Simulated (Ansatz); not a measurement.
`C[Si](N)(N)[SiH3]` + H–F → `N[Si](N)(F)[SiH3]` + CH₄  (ligand exchange at the Si–C bond)

Calculated with Ansatz (gas phase, PBE0-D4/def2-TZVP geometries, no zero-point term in ΔE). CBS: MP2 limit from def2 TZ/QZ plus the TZ coupled-cluster correction, frozen cores. This one scheme is used for every species. Functionals use def2-TZVPP. One conformer a species, not always the lowest.

`C[Si](N)(N)[SiH3]`:

Z-matrix (Å, degrees):
```
C
Si 1 1.872
H 1 1.093 2 110.7
H 1 1.094 2 111.5 3 -119.8
H 1 1.094 2 110.6 3 119.7
N 2 1.722 1 105.4 3 -177.5
N 2 1.717 1 116.9 3 -60.3
Si 2 2.358 1 109.1 3 58.3
H 6 1.007 2 120.0 1 -33.4
H 6 1.008 2 119.9 1 -178.1
H 7 1.008 2 120.7 1 -64.1
H 7 1.006 2 121.4 1 86.4
H 8 1.492 2 110.8 1 46.2
H 8 1.494 2 112.6 1 -73.8
H 8 1.491 2 111.4 1 165.7
```

H–F:

```xyz
2

F    -0.349   -0.162    0.252
H     0.349    0.162   -0.252
```

`N[Si](N)(F)[SiH3]`:

Z-matrix (Å, degrees):
```
Si
N 1 1.697
F 1 1.609 2 115.7
N 1 1.706 2 106.8 3 114.3
Si 1 2.345 2 107.8 3 -117.7
H 2 1.008 1 121.1 3 -71.0
H 2 1.006 1 121.9 3 82.8
H 4 1.006 1 120.8 2 53.3
H 4 1.006 1 120.4 2 -157.8
H 5 1.488 1 110.6 2 170.6
H 5 1.491 1 111.8 2 49.9
H 5 1.490 1 110.2 2 -69.9
```

CH₄:

Z-matrix (Å, degrees):
```
C
H 1 1.090
H 1 1.090 2 109.5
H 1 1.090 2 109.5 3 -120.0
H 1 1.090 2 109.5 3 120.0
```

CCSD(T)/CBS gives -1.70 eV.

**Question.** Another level gave -1.70 eV. Which?
A. PBE0-D4/def2-TZVPP
B. PBE0/def2-TZVPP
C. HF/def2-TZVPP
D. ωB97M-V/def2-TZVPP

**Answer.** B. PBE0 -1.70, ωB97M-V -1.75, PBE0-D4 -1.65, HF/def2-TZVPP -1.98 eV.

Largest T1 diagnostic among the species: 0.012.

In def2-TZVPP, CCSD(T) changes the Hartree–Fock value by +0.28 eV (the triples alone add +0.04 eV) and MP2 by +0.30 eV. The D4 term adds +0.09 eV with B3LYP and +0.05 eV with PBE0; it sums over pairs of atoms, weighted by their polarisabilities, and B3LYP, whose exchange is more repulsive, gets the larger term.

B3LYP here is the variant with VWN-RPA as its local correlation; programs differ in this.
